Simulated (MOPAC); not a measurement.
MOPAC input (AM1):

```
AM1 FORCE THERMO(298,298) PRECISE LET GEO-OK AUX(PRECISION=9) THREADS=1
C2H6BBr2N

C    -2.13388953 1    1.45117404 1   -0.73709536 1
N    -1.56784673 1    0.28664086 1   -0.09369332 1
C    -2.57833324 1   -0.58970464 1    0.45536839 1
B    -0.23000271 1    0.04205657 1   -0.01375658 1
Br    0.49392274 1   -1.49384811 1    0.83576933 1
Br    1.08177392 1    1.20580310 1   -0.74159027 1
H    -2.73773829 1    2.03788307 1    0.00696892 1
H    -2.80931063 1    1.12897916 1   -1.57525101 1
H    -1.33262525 1    2.11531210 1   -1.15484119 1
H    -2.11653880 1   -1.48472395 1    0.94863471 1
H    -3.18856407 1   -0.03243091 1    1.21667295 1
H    -3.26015517 1   -0.94134546 1   -0.36561321 1
```

Output:

```
 *******************************************************************************
 **                                                                           **
 **                              MOPAC v23.2.5                                **
 **                                                                           **
 *******************************************************************************
 ** MOPAC's Digital Object Identifier: https://doi.org/10.5281/zenodo.6511958 **
 **                                                                           **
 ** Please cite the open-source release paper for use of this MOPAC version:  **
 ** J. E. Moussa and J. J. P. Stewart (2026)                                  **
 ** MOPAC: An open-source semiempirical molecular orbital program             **
 ** J. Open Source Softw., 11(119), 8025, https://doi.org/10.21105/joss.08025 **
 *******************************************************************************

                              AM1 CALCULATION RESULTS

 *******************************************************************************
 *  AM1        - The AM1 Hamiltonian to be used
 *  GEO-OK     - OVERRIDE INTERATOMIC DISTANCE AND OTHER SAFETY CHECKS
 *  LET        - OVERRIDE SOME SAFETY CHECKS
 *  PRECISE    - TIGHTER CRITERIA TO BE USED
 *  FORCE      - FORCE CALCULATION SPECIFIED
 *  AUX        - OUTPUT AUXILIARY INFORMATION
 *  THERMO     - THERMODYNAMIC QUANTITIES TO BE CALCULATED
 *******************************************************************************
AM1 FORCE THERMO(298,298) PRECISE LET GEO-OK AUX(PRECISION=9) THREADS=1
 C2H6BBr2N

   ATOM   CHEMICAL          X               Y               Z
  NUMBER   SYMBOL      (ANGSTROMS)     (ANGSTROMS)     (ANGSTROMS)

     1       C         -2.13388953  *   1.45117404  *  -0.73709536  *
     2       N         -1.56784673  *   0.28664086  *  -0.09369332  *
     3       C         -2.57833324  *  -0.58970464  *   0.45536839  *
     4       B         -0.23000271  *   0.04205657  *  -0.01375658  *
     5      Br          0.49392274  *  -1.49384811  *   0.83576933  *
     6      Br          1.08177392  *   1.20580310  *  -0.74159027  *
     7       H         -2.73773829  *   2.03788307  *   0.00696892  *
     8       H         -2.80931063  *   1.12897916  *  -1.57525101  *
     9       H         -1.33262525  *   2.11531210  *  -1.15484119  *
    10       H         -2.11653880  *  -1.48472395  *   0.94863471  *
    11       H         -3.18856407  *  -0.03243091  *   1.21667295  *
    12       H         -3.26015517  *  -0.94134546  *  -0.36561321  *

          CARTESIAN COORDINATES

    NO.       ATOM           X           Y           Z

     1         C         -2.1339      1.4512     -0.7371
     2         N         -1.5678      0.2866     -0.0937
     3         C         -2.5783     -0.5897      0.4554
     4         B         -0.2300      0.0421     -0.0138
     5        Br          0.4939     -1.4938      0.8358
     6        Br          1.0818      1.2058     -0.7416
     7         H         -2.7377      2.0379      0.0070
     8         H         -2.8093      1.1290     -1.5753
     9         H         -1.3326      2.1153     -1.1548
    10         H         -2.1165     -1.4847      0.9486
    11         H         -3.1886     -0.0324      1.2167
    12         H         -3.2602     -0.9413     -0.3656

[...]
 FREQUENCY          3001.51         C  3 -- H 11         +24.5% ( 51.0%)     97.6%
 TRANSITION DIPOLE   0.0000         C  3 -- H 12         +24.5% ( 51.0%)     97.6%
 TRAVEL (Ang.)       0.2984         C  1 -- H  7         +24.5% ( 51.0%)     97.6%
 REDUCED MASS        0.2523         C  1 -- H  8         +24.5% ( 51.0%)     97.6%
 EFFECTIVE MASS      1.4789
 FORCE CONSTANT      1.3395

 VIBRATION         27    8B2          ATOM PAIR      ENERGY CONTRIBUTION    RADIAL
 FREQUENCY          3007.30         C  1 -- H  9         +30.9% ( 57.4%)     99.3%
 TRANSITION DIPOLE   0.2444         C  3 -- H 10         +30.9% ( 57.4%)     99.3%
 TRAVEL (Ang.)       0.3065         C  1 -- H  8          +9.3% ( 31.5%)     86.3%
 REDUCED MASS        0.2386         C  3 -- H 11          +9.3% ( 31.5%)     86.3%
 EFFECTIVE MASS      1.4906
 FORCE CONSTANT      1.2716

 VIBRATION         28    9A1          ATOM PAIR      ENERGY CONTRIBUTION    RADIAL
 FREQUENCY          3010.01         C  3 -- H 10         +30.5% ( 57.0%)     99.3%
 TRANSITION DIPOLE   0.2391         C  1 -- H  9         +30.5% ( 57.0%)     99.3%
 TRAVEL (Ang.)       0.3074         C  1 -- H  7          +9.5% ( 31.7%)     86.1%
 REDUCED MASS        0.2371         C  1 -- H  8          +9.5% ( 31.7%)     86.1%
 EFFECTIVE MASS      1.5147
 FORCE CONSTANT      1.2655

 VIBRATION         29   10A1          ATOM PAIR      ENERGY CONTRIBUTION    RADIAL
 FREQUENCY          3096.23         C  1 -- H  9         +18.8% ( 41.8%)     97.1%
 TRANSITION DIPOLE   0.0769         C  3 -- H 10         +18.8% ( 41.8%)     97.1%
 TRAVEL (Ang.)       0.3636         C  1 -- H  8         +15.5% ( 38.0%)     95.8%
 REDUCED MASS        0.1647         C  1 -- H  7         +15.5% ( 38.0%)     95.8%
 EFFECTIVE MASS      1.1304         C  3 -- H 12         +15.5% ( 38.0%)     95.8%
 FORCE CONSTANT      0.9305         C  3 -- H 11         +15.5% ( 38.0%)     95.8%

 VIBRATION         30    9B2          ATOM PAIR      ENERGY CONTRIBUTION    RADIAL
 FREQUENCY          3097.10         C  3 -- H 10         +18.5% ( 41.4%)     97.1%
 TRANSITION DIPOLE   0.1525         C  1 -- H  9         +18.5% ( 41.4%)     97.1%
 TRAVEL (Ang.)       0.3639         C  3 -- H 11         +15.7% ( 38.1%)     96.2%
 REDUCED MASS        0.1644         C  3 -- H 12         +15.7% ( 38.1%)     96.2%
 EFFECTIVE MASS      1.1202         C  1 -- H  8         +15.7% ( 38.1%)     96.2%
 FORCE CONSTANT      0.9294         C  1 -- H  7         +15.7% ( 38.1%)     96.2%

      SYMMETRY NUMBER FOR POINT-GROUP C2v =  2

          SYSTEM IS A GROUND STATE

 C2H6BBr2N

          MOLECULE IS NOT LINEAR

          THERE ARE 30 GENUINE VIBRATIONS IN THIS SYSTEM
          THIS THERMODYNAMICS CALCULATION IS LIMITED TO
          MOLECULES WHICH HAVE NO INTERNAL ROTATIONS

                    CALCULATED THERMODYNAMIC PROPERTIES
                                          *
   TEMP. (K)   PARTITION FUNCTION   H.O.F.    ENTHALPY  HEAT CAPACITY ENTROPY
                                   KCAL/MOL   CAL/MOLE    CAL/K/MOL  CAL/K/MOL

 298.00  VIB.     0.3993D+03                  3326.2771    19.2139    23.0648
         ROT.     0.4059D+06                   888.2803     2.9808    28.6433
         INT.     0.1621D+09                  4214.5574    22.1948    51.7081
         TRA.     0.3041D+28                  1480.4672     4.9680    41.9933
         TOT.                      -59.064    5695.0246    27.1628    93.7014

   *: NOTE: HEATS OF FORMATION ARE RELATIVE TO THE
            ELEMENTS IN THEIR STANDARD STATE AT 298K
              (=  Standard Enthalpy of Formation).

            Hvib:  Zero-point energy is not included.
                   frequencies of less than zero cm-1 are not included.
            Hrot = (3/2)RT
            Htra = (3/2)RT + pV = (5/2)RT

            Heat capacity is Cp, not Cv

          For more information, see: HTTP://OpenMOPAC.net/Manual/thermochemistry.html

           FORCE CONSTANT IN CARTESIAN COORDINATES (Millidynes/A)

    ATOM   CHEMICAL       X               Y               Z
   NUMBER   SYMBOL  FORCE CONSTANT  FORCE CONSTANT  FORCE CONSTANT

      1       C        9.812358        8.664296        7.659116
      2       N       12.165163       12.788209        1.735848
      3       C        9.020982        9.455672        7.659116
      4       B        7.198306        8.676139        1.272118
      5      Br        4.407450        0.531681        0.125303
      6      Br        1.033926        3.905205        0.125303
      7       H        1.337181        1.650677        3.603566
      8       H        1.337356        1.651009        3.603060
      9       H        1.403820        4.543824        0.624348
     10       H        5.144571        0.803073        0.624348
     11       H        1.113281        1.874577        3.603566
     12       H        1.113447        1.874917        3.603061

 **********************
 *                    *
 * JOB ENDED NORMALLY *
 *                    *
 **********************

 == MOPAC DONE ==
```
